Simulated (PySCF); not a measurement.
Computed data sheet: `CCCCC(F)=C(F)F`

C6H9F3.
Bonds: C1–C2, C2–C3, C3–C4, C4–C5, C5–F6, C5–C7 (double), C7–F8, C7–F9. Hydrogens: H10, H11, H12 on C1; H13, H14 on C2; H15, H16 on C3; H17, H18 on C4.

Among its groups: C=C double bond and C–F bond.

PBE0-D3(BJ)/def2-SVP geometry optimisation, gas phase (PySCF):

| Quantity | Value |
| --- | --- |
| Point group | C1 |
| Rotational constants A, B, C | 3.366, 0.657, 0.589 GHz |

**PBE0/def2-SVPD ground state and vertical TDDFT (core frozen in the response) (PySCF)**

| Property | Result |
| --- | --- |
| Dipole moment | 2.16 D |
| HOMO energy | -7.15 eV |
| LUMO energy | 0.49 eV |
| HOMO–LUMO gap | 7.64 eV |
| Lowest singlet excitation | 6.44 eV (193 nm, f = 0.013) |
| Strongest line among the 6 lowest singlet transitions | S5 at 7.82 eV (158 nm, f = 0.358) |
| Static isotropic polarisability | 77.5 au |
| Electronic spatial extent ⟨r²⟩ about the centre of nuclear charge | 1849 bohr² |

Monoisotopic mass (most abundant isotopes): 138.0656 u.

No computed singlet falls in the visible range (750 to 380 nm, 1.65 to 3.26 eV); S1 lies 3.18 eV above its blue end. S1 lies 1.20 eV below the HOMO–LUMO gap; its leading configuration is HOMO→LUMO, weight 0.63. The 6 singlets span 6.44 to 7.88 eV, and their oscillator strengths add up to 0.56. The largest Löwdin shares of the HOMO are 0.29 on C5, 0.27 on C7, 0.12 on F6 and 0.10 on F8. The polarisability is 11.48 Å³ as a volume (1 au = 0.148185 Å³), or 1.08 au for each of the 72 electrons.

For the geometry optimisation (PBE0-D3(BJ)/def2-SVP), the run took 84 s on Arm Neoverse V1, one thread, no GPU (shared host).

The values belong to the conformer `[CH3:1][CH2:2][CH2:3][CH2:4][C:5]([F:6])=[C:7]([F:8])[F:9]`: C1–C2–C3–C4 -179°, C2–C3–C4–C5 176°, C3–C4–C5–F6 -64°.
